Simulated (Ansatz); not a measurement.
`C[NH][AlH][Cl]` + H–F → `C[NH][AlH][F]` + HCl at 500 K and 1 bar (ligand exchange at the Al–Cl bond).

Program: Ansatz. Geometries: PBE0-D4/def2-TZVP. ΔE: electronic, gas phase. CCSD(T)/CBS adds triple-zeta CCSD(T) − MP2 to the extrapolated MP2 energy (def2 sets, frozen cores). This one scheme is used for every species. One conformer a species, not always the lowest.

```csv
species,CCSD(T)/CBS energy (Eh),H − E (kJ/mol),S (J/(mol·K))
`C[NH][AlH][Cl]`,-797.65353,205.8,382.4
H–F,-100.39570,39.4,188.7
`C[NH][AlH][F]`,-437.67416,206.9,370.2
HCl,-460.38127,32.5,201.9
```

H − E and S are ideal-gas, rigid-rotor, harmonic terms from PBE0-D4/def2-TZVP, for one conformer and one mirror image of each species. 1 Eh = 2625.50 kJ/mol, R = 8.31446 J/(mol·K).

Problem. By hand: ΔE, ΔH, ΔS and ΔG.

Solution. ΔE = (-437.67416) + (-460.38127) − (-797.65353) − (-100.39570) = -0.00620 Eh = -16.3 kJ/mol. Δ(H − E) = 206.9 + 32.5 − 205.8 − 39.4 = -5.8, so ΔH = -22.1 kJ/mol. ΔS = 370.2 + 201.9 − 382.4 − 188.7 = 1.0 J/(mol·K). ΔG = -22.1 − 500 × (1.0)/1000 = -22.6 kJ/mol.

Problem. By hand: the equilibrium constant, and the temperature at which ΔG would vanish if ΔH and ΔS stayed fixed.

Solution. log₁₀ K = −ΔG/(RT ln 10) = 2.4. ΔH and −TΔS have one sign here, so there is no such temperature.

The number of gas molecules stays the same, so ΔS is small and ΔH decides. A doubt of 5 kJ/mol in ΔE shifts log₁₀ K by 0.5 here. Other conformers and mirror images would add mixing entropy, several J/(mol·K) or more a flexible species. These are equilibria of isolated gas molecules and say nothing of rates. Largest T1 diagnostic: 0.012 (customary marks: 0.02 for closed shells, 0.045 for open ones).

ΔS is within the doubt of such terms, so its sign, and with it that verdict, could turn.
